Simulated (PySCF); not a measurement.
Be(NMe2)(SiH3) (C₂H₉BeNSi), SMILES C[N]([Be][SiH3])C. Atoms are numbered in the order given.

```xyz
14

Be    -0.2368     0.1352     0.1747
N      0.8515    -0.4759    -0.6683
C      2.2575    -0.1475    -0.5220
C      0.6035    -1.4545    -1.7109
H      2.8625    -1.0401    -0.2663
H      2.6791     0.2756    -1.4555
H      2.4095     0.5961     0.2773
H      0.9457    -1.0940    -2.7014
H      1.1306    -2.4087    -1.5112
H     -0.4720    -1.6810    -1.7939
Si    -1.7944     1.0043     1.4013
H     -2.8541     0.0092     1.7700
H     -2.5040     2.1485     0.7428
H     -1.2547     1.5358     2.6962
```
Charge 0, spin multiplicity 1.

Geometry optimised at B3LYP-D3(BJ)/def2-SVP. Other conformers were not sampled.

Computed with B3LYP-D3(BJ)/def2-SVP (PySCF).

Frequencies are harmonic and unscaled.

A small imaginary wavenumber (i) marks a very flat motion, where grid noise or a shallow saddle decides the sign.

```json
[
 {"mode": "1", "ν (cm⁻¹)": "15i", "IR (km/mol)": "0.0", "Raman (Å⁴/amu)": "0.0", "depolarisation": "–", "moving atoms (share of kinetic energy)": "H 93 %"},
 {"mode": "2", "ν (cm⁻¹)": "77", "IR (km/mol)": "1.2", "Raman (Å⁴/amu)": "0.1", "depolarisation": "0.75", "moving atoms (share of kinetic energy)": "C 39 %, H 28 %, Be 14 %, N 9 %, Si 9 %"},
 {"mode": "3", "ν (cm⁻¹)": "120", "IR (km/mol)": "0.2", "Raman (Å⁴/amu)": "0.6", "depolarisation": "0.75", "moving atoms (share of kinetic energy)": "H 40 %, Be 35 %, N 14 %"},
 {"mode": "4", "ν (cm⁻¹)": "239", "IR (km/mol)": "2.5", "Raman (Å⁴/amu)": "0.1", "depolarisation": "0.75", "moving atoms (share of kinetic energy)": "H 80 %, Be 17 %"},
 {"mode": "5", "ν (cm⁻¹)": "240", "IR (km/mol)": "0.4", "Raman (Å⁴/amu)": "0.3", "depolarisation": "0.75", "moving atoms (share of kinetic energy)": "H 94 %"},
 {"mode": "6", "ν (cm⁻¹)": "280", "IR (km/mol)": "0.1", "Raman (Å⁴/amu)": "8.1", "depolarisation": "0.21", "moving atoms (share of kinetic energy)": "Si 43 %, C 33 %, H 22 %"},
 {"mode": "7", "ν (cm⁻¹)": "300", "IR (km/mol)": "17.8", "Raman (Å⁴/amu)": "0.2", "depolarisation": "0.41", "moving atoms (share of kinetic energy)": "H 40 %, Be 39 %, C 11 %"},
 {"mode": "8", "ν (cm⁻¹)": "333", "IR (km/mol)": "26.3", "Raman (Å⁴/amu)": "0.4", "depolarisation": "0.63", "moving atoms (share of kinetic energy)": "N 46 %, H 41 %, Be 10 %"},
 {"mode": "9", "ν (cm⁻¹)": "444", "IR (km/mol)": "0.1", "Raman (Å⁴/amu)": "5.8", "depolarisation": "0.02", "moving atoms (share of kinetic energy)": "H 31 %, C 28 %, N 22 %, Si 12 %"},
 {"mode": "10", "ν (cm⁻¹)": "513", "IR (km/mol)": "0.2", "Raman (Å⁴/amu)": "1.4", "depolarisation": "0.69", "moving atoms (share of kinetic energy)": "H 53 %, Be 35 %, Si 9 %"},
 {"mode": "11", "ν (cm⁻¹)": "516", "IR (km/mol)": "0.4", "Raman (Å⁴/amu)": "0.7", "depolarisation": "0.32", "moving atoms (share of kinetic energy)": "H 63 %, Be 24 %, Si 10 %"},
 {"mode": "12", "ν (cm⁻¹)": "886", "IR (km/mol)": "229.6", "Raman (Å⁴/amu)": "16.8", "depolarisation": "0.75", "moving atoms (share of kinetic energy)": "H 91 %"},
 {"mode": "13", "ν (cm⁻¹)": "906", "IR (km/mol)": "17.9", "Raman (Å⁴/amu)": "1.5", "depolarisation": "0.70", "moving atoms (share of kinetic energy)": "C 47 %, Be 24 %, H 17 %, N 10 %"},
 {"mode": "14", "ν (cm⁻¹)": "948", "IR (km/mol)": "38.4", "Raman (Å⁴/amu)": "31.5", "depolarisation": "0.75", "moving atoms (share of kinetic energy)": "H 98 %"},
 {"mode": "15", "ν (cm⁻¹)": "953", "IR (km/mol)": "38.8", "Raman (Å⁴/amu)": "29.9", "depolarisation": "0.75", "moving atoms (share of kinetic energy)": "H 98 %"},
 {"mode": "16", "ν (cm⁻¹)": "1084", "IR (km/mol)": "4.6", "Raman (Å⁴/amu)": "2.0", "depolarisation": "0.75", "moving atoms (share of kinetic energy)": "H 71 %, C 26 %"},
 {"mode": "17", "ν (cm⁻¹)": "1101", "IR (km/mol)": "0.0", "Raman (Å⁴/amu)": "2.4", "depolarisation": "0.75", "moving atoms (share of kinetic energy)": "H 81 %, C 19 %"},
 {"mode": "18", "ν (cm⁻¹)": "1130", "IR (km/mol)": "81.3", "Raman (Å⁴/amu)": "9.0", "depolarisation": "0.60", "moving atoms (share of kinetic energy)": "H 49 %, Be 31 %, C 19 %"},
 {"mode": "19", "ν (cm⁻¹)": "1166", "IR (km/mol)": "2.0", "Raman (Å⁴/amu)": "0.1", "depolarisation": "0.75", "moving atoms (share of kinetic energy)": "H 68 %, C 20 %, N 12 %"},
 {"mode": "20", "ν (cm⁻¹)": "1205", "IR (km/mol)": "65.7", "Raman (Å⁴/amu)": "0.2", "depolarisation": "0.75", "moving atoms (share of kinetic energy)": "N 56 %, C 32 %, H 12 %"},
 {"mode": "21", "ν (cm⁻¹)": "1392", "IR (km/mol)": "155.4", "Raman (Å⁴/amu)": "55.5", "depolarisation": "0.37", "moving atoms (share of kinetic energy)": "N 36 %, H 27 %, Be 21 %, C 15 %"},
 {"mode": "22", "ν (cm⁻¹)": "1433", "IR (km/mol)": "3.2", "Raman (Å⁴/amu)": "19.2", "depolarisation": "0.75", "moving atoms (share of kinetic energy)": "H 87 %, C 13 %"},
 {"mode": "23", "ν (cm⁻¹)": "1448", "IR (km/mol)": "0.0", "Raman (Å⁴/amu)": "35.7", "depolarisation": "0.75", "moving atoms (share of kinetic energy)": "H 97 %"},
 {"mode": "24", "ν (cm⁻¹)": "1456", "IR (km/mol)": "8.8", "Raman (Å⁴/amu)": "0.3", "depolarisation": "0.74", "moving atoms (share of kinetic energy)": "H 97 %"},
 {"mode": "25", "ν (cm⁻¹)": "1461", "IR (km/mol)": "9.9", "Raman (Å⁴/amu)": "11.5", "depolarisation": "0.75", "moving atoms (share of kinetic energy)": "H 84 %, C 16 %"},
 {"mode": "26", "ν (cm⁻¹)": "1479", "IR (km/mol)": "14.2", "Raman (Å⁴/amu)": "2.8", "depolarisation": "0.75", "moving atoms (share of kinetic energy)": "H 96 %"},
 {"mode": "27", "ν (cm⁻¹)": "1512", "IR (km/mol)": "28.5", "Raman (Å⁴/amu)": "19.2", "depolarisation": "0.75", "moving atoms (share of kinetic energy)": "H 83 %, N 13 %"},
 {"mode": "28", "ν (cm⁻¹)": "2174", "IR (km/mol)": "103.7", "Raman (Å⁴/amu)": "164.2", "depolarisation": "0.44", "moving atoms (share of kinetic energy)": "H 96 %"},
 {"mode": "29", "ν (cm⁻¹)": "2176", "IR (km/mol)": "98.3", "Raman (Å⁴/amu)": "177.2", "depolarisation": "0.28", "moving atoms (share of kinetic energy)": "H 97 %"},
 {"mode": "30", "ν (cm⁻¹)": "2181", "IR (km/mol)": "98.8", "Raman (Å⁴/amu)": "191.5", "depolarisation": "0.21", "moving atoms (share of kinetic energy)": "H 97 %"},
 {"mode": "31", "ν (cm⁻¹)": "2962", "IR (km/mol)": "55.6", "Raman (Å⁴/amu)": "30.6", "depolarisation": "0.75", "moving atoms (share of kinetic energy)": "H 97 %"},
 {"mode": "32", "ν (cm⁻¹)": "2968", "IR (km/mol)": "130.9", "Raman (Å⁴/amu)": "347.5", "depolarisation": "0.02", "moving atoms (share of kinetic energy)": "H 97 %"},
 {"mode": "33", "ν (cm⁻¹)": "3013", "IR (km/mol)": "92.5", "Raman (Å⁴/amu)": "267.9", "depolarisation": "0.75", "moving atoms (share of kinetic energy)": "H 91 %, C 9 %"},
 {"mode": "34", "ν (cm⁻¹)": "3020", "IR (km/mol)": "0.0", "Raman (Å⁴/amu)": "24.6", "depolarisation": "0.75", "moving atoms (share of kinetic energy)": "H 90 %, C 10 %"},
 {"mode": "35", "ν (cm⁻¹)": "3088", "IR (km/mol)": "19.0", "Raman (Å⁴/amu)": "47.5", "depolarisation": "0.75", "moving atoms (share of kinetic energy)": "H 91 %, C 9 %"},
 {"mode": "36", "ν (cm⁻¹)": "3088", "IR (km/mol)": "33.5", "Raman (Å⁴/amu)": "74.1", "depolarisation": "0.68", "moving atoms (share of kinetic energy)": "H 91 %, C 9 %"}
]
```
